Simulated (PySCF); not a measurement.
C3H11InOSi (SMILES C[Si](C)(C)[O][InH2]), singlet, at the geometry of the source list (all electrons, no relativity).

Input for PySCF:
```python
from pyscf import gto, scf, mcscf, mrpt
import numpy

mol = gto.Mole()
mol.atom = '''
    In    0.636900   -0.612900    2.707600
    H    -1.011400   -0.652900    3.110700
    H     1.956500   -0.924700    3.741200
    O     1.225000   -0.103000    0.901400
    Si    0.212300    0.108100   -0.348900
    C    -1.015300    1.506300    0.097600
    C     1.243100    0.515600   -1.893400
    C    -0.803800   -1.501000   -0.557800
    H    -1.726800    1.711900   -0.694900
    H    -0.483300    2.428800    0.316800
    H    -1.574000    1.224400    0.993600
    H     1.824600    1.419000   -1.744900
    H     0.603500    0.668200   -2.756300
    H     1.933500   -0.287200   -2.125800
    H    -1.375200   -1.687300    0.356300
    H    -0.145700   -2.352800   -0.713900
    H    -1.499700   -1.460400   -1.389300
'''
mol.basis = 'sto-3g'
mol.charge = 0
mol.spin = 0
mol.verbose = 3
mol.build()

mf = scf.RHF(mol)
mf.kernel()
mc = mcscf.CASCI(mf, 4, 2)
mc.fix_spin_(ss=0.0)
mc.kernel()
occ = numpy.linalg.eigvalsh(mc.fcisolver.make_rdm1(mc.ci, mc.ncas, mc.nelecas))[::-1]
ss = mc.fcisolver.spin_square(mc.ci, mc.ncas, mc.nelecas)[0]
print('natural occupations', occ.round(4), ' <S^2>', round(ss, 4))
e2 = mrpt.NEVPT(mc).kernel()
print('E(NEVPT2) = %.10f' % (mc.e_tot + e2))
```

**Question.** What total energy does CASCI(2,4)+NEVPT2/STO-3G (PySCF) give?

**Answer.** -6161.318554 Ha

**Question.** Estimate the SCF-reference Mulliken (on the basis functions themselves) charges in atom order that CASCI(2,4)+NEVPT2/STO-3G returns for this input.

**Answer.** In1 0.74, H2 -0.19, H3 -0.20, O4 -0.60, Si5 0.99, C6 -0.38, C7 -0.38, C8 -0.38, H9 0.05, H10 0.04, H11 0.04, H12 0.05, H13 0.05, H14 0.05, H15 0.04, H16 0.04, H17 0.05

**Question.** Give the number of basis functions at the level CASCI(2,4)+NEVPT2/STO-3G.

**Answer.** 67

**Question.** What is the computed SCF-reference dipole moment (CASCI(2,4)+NEVPT2/STO-3G)?

**Answer.** 0.85 D

**Question.** Predict the NEVPT2 correction from CASCI(2,4)+NEVPT2/STO-3G.

**Answer.** -0.2743 Eh

**Question.** Give the SCF-reference HOMO energy at the level CASCI(2,4)+NEVPT2/STO-3G.

**Answer.** -7.52 eV
